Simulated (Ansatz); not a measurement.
`[SiH3]/C=C\S` → `C=CS` + `[SiH2]`  (silylene formation by 1,1-elimination)

Computed with Ansatz on PBE0-D4/def2-TZVP structures; ΔE is electronic, products minus reactants. CBS: MP2 limit from def2 TZ/QZ plus the TZ coupled-cluster correction, frozen cores. This one scheme is used for every species. DFT in def2-TZVPP. One conformer a species, not always the lowest.

```csv
level,ΔE (eV)
BHLYP-D4,2.51
ωB97M-V,2.41
LC-ωPBE,2.61
CCSD(T)/def2-SVP,2.29
```

Question: What does CCSD(T)/CBS give? (Best estimate.)

Answer: Ansatz gave: +2.46 eV. The listed levels differ from it by 0.05, -0.05, 0.15, -0.17 eV.

Largest T1 diagnostic among the species: 0.014.

From BLYP to BHLYP (50 % exact exchange), in def2-TZVPP and without D4, ΔE moves by +0.23 eV. Leaving LDA and LC-ωPBE aside and taking each functional with its dispersion term where it has one, the values, not all of them listed here, spread over 0.34 eV, from BLYP-D4 to r2SCAN-D4. LDA lies +0.40 eV from PBE without D4.
